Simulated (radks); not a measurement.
Results of a calculation; reference values are marked as such.
Question: N-, configuration [He] 2s2 2p4. Code: a radial shooting solver on a logarithmic mesh with Libxc functionals. Model: non-relativistic Kohn-Sham, LDA (Slater exchange, Perdew-Wang correlation), spin-unpolarised, spherical densities, point nucleus; Watson sphere of charge +1 and radius 3.4 bohr. Some entries of the table are withheld. Estimate them.

orbital  occ.  eigenvalue (eV)  <1/r> (bohr^-1)  r(max) (bohr)
1s          2        -377.0123            6.592         0.1493
2s          2         -15.4371              (1)          1.031
2p          4              (2)           0.8353            (3)

Answer: 
(1) 2s <1/r> (bohr^-1): 1.056
(2) 2p eigenvalue (eV): -4.7323
(3) 2p r(max) (bohr): 1.010
